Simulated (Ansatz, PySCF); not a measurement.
C₄H₉OSn (SMILES CC(C)(C)[O][Sn]), doublet, at a GFN2-xTB geometry (such geometries of metal compounds can be far from the true shape) (the spin is typed, not shown lowest) (all electrons, no relativity). Base run: PySCF with WB97X/STO-3G.

Input for PySCF:
```python
from pyscf import gto, scf, dft

mol = gto.Mole()
mol.atom = '''
    Sn    0.840745    0.990957    0.717567
    O    -0.637891   -0.289904    0.221153
    C    -0.996298   -1.155872   -0.819350
    C     0.107636   -2.191586   -1.044719
    C    -2.293628   -1.857908   -0.404073
    C    -1.223713   -0.358146   -2.105611
    H    -0.168856   -2.886867   -1.832222
    H     0.283790   -2.742771   -0.124346
    H     1.028768   -1.678581   -1.323484
    H    -2.129333   -2.407315    0.518918
    H    -2.622992   -2.545355   -1.178298
    H    -3.067596   -1.115676   -0.228768
    H    -0.298583    0.148355   -2.381897
    H    -1.991859    0.392534   -1.938183
    H    -1.531462   -1.011870   -2.916801
'''
mol.basis = 'sto-3g'
mol.charge = 0
mol.spin = 1
mol.verbose = 4
mol.build()

mf = dft.UKS(mol)
mf.xc = 'wb97x'
mf.kernel()
```

The same geometry, method and basis name were run in Ansatz (a first-principles code) and PySCF, at each program's defaults and at the settings that a row names. The base is PySCF at its defaults. Differences at the defaults can come from grids, fitting, cores and function types together.

```csv
code and settings,ΔE vs base (µEh),basis functions,E (Eh),SCF cycles,dipole (D)
"PySCF, defaults (exact integrals, its default grid, spherical functions)",0.0,61,-6195.54760,17,0.75
"Ansatz, defaults (factorised integrals, its default grid, spherical functions)",219,61,-6195.54738,-,-
"PySCF, fine grid",5.1,61,-6195.54760,17,0.75
"Ansatz, high accuracy",215,61,-6195.54739,-,-
```

Open shells are given as the SCF converged; they aren't shown to be the lowest states, and a large step between rows can be another state.
